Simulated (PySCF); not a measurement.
Bonds (- single, = double, # triple, : aromatic): C1-Si2 1.862 Å, Si2-C3 1.862 Å, Si2-C4 1.862 Å, Si2-Cl5 2.080 Å. C1 carries H6, H7, H8; C3 carries H9, H10, H11; C4 carries H12, H13, H14.

- structure optimised with PBE0-D3(BJ)/def2-TZVP
- GIAO B97-2/pcSseg-2 shieldings
- run in PySCF 2.14
- isolated molecule, non-relativistic, equivalent nuclei averaged, one conformer

References, each an isolated molecule treated in the same way: ¹³C (σref 185.38), ¹H (σref 31.64), ²⁹Si (σref 348.46) vs TMS; ³⁵Cl (σref 941.52) vs HCl.

| atoms | nucleus | count | δ (ppm) |
| --- | --- | --- | --- |
| Cl5 | ³⁵Cl | 1 | 13 |
| Si2 | ²⁹Si | 1 | 33.4 |
| H6/H7/H8/H9/H10/H11/H12/H13/H14 | ¹H | 9 | ? |
| C1/C3/C4 | ¹³C | 3 | ? |

Question: Complete the table.

Answer: 
- C1/C3/C4: 3.7 ppm, methyl carbon bonded to Si; an electropositive neighbour leaves it electron-rich and shielded
- H6/H7/H8/H9/H10/H11/H12/H13/H14: 0.33 ppm, hydrogen on a methyl carbon bonded to Si; an electropositive neighbour shields it, as in TMS itself

Shifts are as computed. Against solution values, carbons near 30 ppm lie about +3 ppm off and those near 130 ppm about +7 ppm. Of 1211 compounds with measured shifts, 218 miss one by over three times the rms of a fit or turn the order of signals round; such compounds aren't used in these exercises.
